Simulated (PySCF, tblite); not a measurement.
Write Cartesian coordinates for InChI=1S/C8H11P/c1-6-4-5-9-8(3)7(6)2/h4-5H,1-3H3 as optimised with GFN2-xTB.

```
atom  x, y, z in Å
C1    -1.7118   -1.6726   -0.1717
C2    -1.0991   -0.3033   -0.1060
C3    -1.9443    0.7920   -0.2302
C4    -1.5318    2.1050   -0.2061
P5     0.1115    2.6163   -0.0649
C6     0.9204    1.0740    0.0696
C7     2.4187    1.1754    0.1895
C8     0.2858   -0.1634    0.0668
C9     1.1042   -1.4165    0.2249
H10   -1.2090   -2.2873   -0.9170
H11   -1.6358   -2.1826    0.7891
H12   -2.7648   -1.6055   -0.4352
H13   -3.0035    0.5971   -0.3520
H14   -2.2770    2.8854   -0.3012
H15    2.7618    0.8303    1.1657
H16    2.9155    0.5836   -0.5788
H17    2.7266    2.2137    0.0737
H18    2.0806   -1.2092    0.6482
H19    0.5983   -2.1253    0.8763
H20    1.2486   -1.8965   -0.7437
```

Any rigid rotation of these coordinates is as good. Atoms count from 1 in this order. P5 (phosphorus bonded to 2 C) is bent (angle 100.7°). The 6-membered ring C2–C3–C4–P5–C6–C8 has internal angles of 100.7° to 125.0°; it is almost planar, 0.01 Å rms from its mean plane, widest ring torsion 3°. The 7 C–C bonds span 1.376 Å (C3–C4, aromatic) to 1.507 Å (C6–C7, drawn single), a spread of 0.131 Å. Of the pairs four or more bonds apart, C7···H18 is among the closest relative to their van der Waals radii: 2.45 Å, 85 % of the sum of Bondi's values.

Bonds between heavy atoms (Å): C1–C2 1.502, C2–C3 1.389, C3–C4 1.376, C4–P5 1.727, P5–C6 1.747, C6–C7 1.507, C6–C8 1.391, C8–C9 1.505, C2–C8 1.403.

The geometry is computed with GFN2-xTB (gas phase).

Its GFN2-xTB frequencies are all real (lowest 19 cm⁻¹).
